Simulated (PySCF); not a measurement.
## A survey of 19F NMR shifts

PySCF 2.14.0 with density-fitted response routines calculation with GFN2-xTB structure and GIAO PBE0/pcSseg-1 shieldings; fast rotation and ring inversion assumed for equivalent nuclei, one conformer, isolated molecule, no relativistic terms.

Shieldings were converted by a linear fit to measured shifts: 19F: δ = 146.13 − 0.903σ +14.6 on sp3 carbon (rms 6.0 ppm, 223 shifts, 7.0 ppm with the 5 outliers that the fit left out vs CFCl3, solution or neat liquid). A few per cent of atoms miss by over 2 rms, more outside the fitted compound classes.

Task: Give the 19F shifts of `C=C(C)[C@]1(C(F)F)C=C1F`, `C=C[C@@](F)(C#CC)C(F)F`, `C[C@@]1(F)C=CC=C1C(F)F`.

Result: 
```json
{"compound": "[CH2:1]=[C:2]([CH3:3])[C@:4]1([CH:5]([F:6])[F:7])[CH:8]=[C:9]1[F:10]", "environment": "F6: fluorine of a CF2 group", "δ (ppm)": "-113.8"}
{"compound": "[CH2:1]=[C:2]([CH3:3])[C@:4]1([CH:5]([F:6])[F:7])[CH:8]=[C:9]1[F:10]", "environment": "F7: fluorine of a CF2 group", "δ (ppm)": "-126.7"}
{"compound": "[CH2:1]=[C:2]([CH3:3])[C@:4]1([CH:5]([F:6])[F:7])[CH:8]=[C:9]1[F:10]", "environment": "F10: vinylic fluorine", "δ (ppm)": "-135.6"}
{"compound": "[CH2:1]=[CH:2][C@@:3]([F:4])([C:5]#[C:6][CH3:7])[CH:8]([F:9])[F:10]", "environment": "F9: fluorine of a CF2 group", "δ (ppm)": "-120.3"}
{"compound": "[CH2:1]=[CH:2][C@@:3]([F:4])([C:5]#[C:6][CH3:7])[CH:8]([F:9])[F:10]", "environment": "F10: fluorine of a CF2 group", "δ (ppm)": "-122.4"}
{"compound": "[CH2:1]=[CH:2][C@@:3]([F:4])([C:5]#[C:6][CH3:7])[CH:8]([F:9])[F:10]", "environment": "F4: fluorine on an sp3 carbon", "δ (ppm)": "-168.7"}
{"compound": "[CH3:1][C@@:2]1([F:3])[CH:4]=[CH:5][CH:6]=[C:7]1[CH:8]([F:9])[F:10]", "environment": "F10: fluorine of a CF2 group", "δ (ppm)": "-109.5"}
{"compound": "[CH3:1][C@@:2]1([F:3])[CH:4]=[CH:5][CH:6]=[C:7]1[CH:8]([F:9])[F:10]", "environment": "F9: fluorine of a CF2 group", "δ (ppm)": "-131.3"}
{"compound": "[CH3:1][C@@:2]1([F:3])[CH:4]=[CH:5][CH:6]=[C:7]1[CH:8]([F:9])[F:10]", "environment": "F3: fluorine on an sp3 carbon", "δ (ppm)": "-198.7"}
```

Task: Match the shifts -179.1, -188.1, -228.4 ppm to `F[C@H]1CC=CCC1`, `C[C@@]1(CF)[C@@H]2C[C@@H]21`, `C=C1CCC[C@@H]1F`.

Result: -179.1: C=C1CCC[C@@H]1F (fluorine on an sp3 carbon); -188.1: F[C@H]1CC=CCC1 (fluorine on an sp3 carbon); -228.4: C[C@@]1(CF)[C@@H]2C[C@@H]21 (fluorine on an sp3 carbon).
